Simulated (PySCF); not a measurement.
# C⁺: interval between two levels

C⁺ [He] 2s2 2p1 [2P3/2, M_J = 3/2] → C⁺ [He] 2s1 2p1 3s1 [4P5/2, M_J = 5/2], as a difference of total energies. All numbers are calculated (PySCF 2.14, the two-component X2C-1e Hamiltonian, in x2c-TZVPall-2c with one added diffuse shell each of s, p, d type (6s4p3d1f, 40 functions)). Correlated levels: 1s2 frozen. "Screened" scales the spin-orbit matrix elements by Boettger's factors to mimic the two-electron term; Breit and QED terms are absent.

```
                    method  interval between two levels (cm⁻¹)
           GHF (spin-free)                              151940
          GMP2 (spin-free)                              161730
 GHF (screened spin-orbit)                              151950
GMP2 (screened spin-orbit)                              161730
```

The labels give the starting determinants; with spin-orbit coupling the two ends relaxed to ⟨J²⟩ = 3.76, ⟨L²⟩ = 2.00, ⟨S²⟩ = 0.75 and ⟨J²⟩ = 8.76, ⟨L²⟩ = 2.01, ⟨S²⟩ = 3.75.

The promoted electron is Rydberg-like, and one or two diffuse shells describe it only roughly, which tends to raise the upper state.
